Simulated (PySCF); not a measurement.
A survey of ²⁹Si NMR shifts

- shielding tensors at PBE0/pcSseg-1 (GIAO)
- structure optimised with GFN2-xTB
- program: PySCF 2.14
- no solvent, relativity neglected, one conformer, rapidly exchanging positions averaged

Shieldings were converted by a linear fit to measured shifts: ²⁹Si: δ = 279.94 − 0.822σ (rms 8.9 ppm, 72 shifts, 25.8 ppm with the 6 outliers that the fit left out vs TMS, solution or neat liquid). A few per cent of atoms miss by over 2 rms, more outside the fitted compound classes.

**Question.** Give the ²⁹Si shifts of `CC#C[C@@H](C)[Si@H](F)C#CC`, `C=C[Si@H](Cl)[SiH2]N`.

**Answer.** 
```csv
compound,environment,δ (ppm)
CC#C[C@@H](C)[Si@H](F)C#CC,"silicon bonded to 2 C, F, H",-23.1
[CH2:1]=[CH:2][Si@H:3]([Cl:4])[SiH2:5][NH2:6],"Si3: silicon bonded to C, Cl, Si, H",-15.2
[CH2:1]=[CH:2][Si@H:3]([Cl:4])[SiH2:5][NH2:6],"Si5: silicon bonded to N, Si, 2 H",-47.9
```

**Question.** Match the shifts -14.6, -27.5, -45.3, -54.8 ppm to `C=C[C@@H]1C=C([SiH2]F)C=CC1`, `CC#C[C@@H]1[SiH2]/C(=C/C)[C@@H]1F`, `C=CCC#C[C@@]1([SiH3])C[C@H]1F`, `FC[Si@H]1C=CC=C1C1CC1`.

**Answer.** -14.6: C=C[C@@H]1C=C([SiH2]F)C=CC1 (silicon bonded to C, F, 2 H); -27.5: FC[Si@H]1C=CC=C1C1CC1 (silicon bonded to 3 C, H, in a 5-membered ring); -45.3: CC#C[C@@H]1[SiH2]/C(=C/C)[C@@H]1F (silicon bonded to 2 C, 2 H, in a 4-membered ring); -54.8: C=CCC#C[C@@]1([SiH3])C[C@H]1F (silicon bonded to C, 3 H).
